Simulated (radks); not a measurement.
Question: Spherical quantum dot in the effective-mass picture: electrons in a hard-walled sphere of radius 8.96, with a point charge +1 (a donor) at the centre, all in effective atomic units (hartree* = m*/eps^2 hartree, bohr* = eps/m* bohr), one dielectric constant everywhere. Method: non-relativistic Kohn-Sham, LDA (Slater exchange, Perdew-Wang correlation), spin-polarised, spherical densities; computed with a radial shooting solver with Libxc functionals. Levels are named by radial order and angular momentum (1s, 1p, 1d, 2s, ...), and open shells are averaged over m. At N = 28 the configuration is 1s2 1p6 1d10 2s(up 1, down 0) 1f(up 7, down 2). Does electron 29 go into 1f down or 1g down or 1g up?

Answer: Into 1f down. The total energies of the other choices lie higher by 0.0651 hartree* (1g up), 0.0840 hartree* (1g down).
